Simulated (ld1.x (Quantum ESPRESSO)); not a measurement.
Transferability test, RRKJ potential for B

```
Element                 : B
Generator               : ld1.x (Quantum ESPRESSO) 7.5
Type                    : norm-conserving RRKJ (Kleinman–Bylander form)
Functional              : LDA (PZ)
Relativity              : scalar-relativistic
Frozen core             : [He]
Valence charge          : 3
Reference configuration : 2s1 2p0 (charge +2)
Partial waves           : 2p (bound, empty): rc 3.30 bohr; 2s (bound): rc 1.15 bohr
Local potential         : the s channel
Core correction         : a·sin(br)/r model core inside 1.15 bohr
rho0                    : 0.01
```

Energies are relative to the spin-unpolarised reference configuration 2s1 2p0; without spin polarisation the order of configurations can differ from experiment. Spin-polarised rows fill each open shell by Hund’s rule, majority spin first. The frozen-core shift is the all-electron ΔE with the core orbitals held at their reference shape minus the fully relaxed ΔE.

(1) Give the all-electron excitation energy and the error of the potential for: 2s2 2p1; 2s2 2p0; 2s2 2p0.5; 2s0 2p3; 2s2 2p1.3; 2s1 2p1; 2s1 2p2; 2s1 2p0 (spin-polarised); 2s2 2p1 (spin-polarised).

Levels in the configuration 2s1 2p2:

```json
{"level": "2s", "all-electron (eV)": "-9.853", "pseudo (eV)": "-9.753"}
{"level": "2p", "all-electron (eV)": "-4.151", "pseudo (eV)": "-4.504"}
```

Results:

(1)

| valence configuration | charge | ΔE all-electron (eV) | error AE − PS (meV) | frozen-core shift (meV) |
| --- | --- | --- | --- | --- |
| 2s2 2p1 | 0 | -33.631 | +566 | +8.6 |
| 2s2 2p0 | +1 | -25.305 | +44 | +5.2 |
| 2s2 2p0.5 | +0.5 | -30.688 | +316 | +7.5 |
| 2s0 2p3 | 0 | -22.230 | +1471 | +4.3 |
| 2s2 2p1.3 | -0.3 | -34.404 | +666 | +8.8 |
| 2s1 2p1 | +1 | -19.348 | +454 | +3.5 |
| 2s1 2p2 | 0 | -27.945 | +1021 | +6.0 |
| 2s1 2p0 (spin-polarised) | +2 | -0.728 | +48 | +0.8 |
| 2s2 2p1 (spin-polarised) | 0 | -33.866 | +597 | +8.9 |
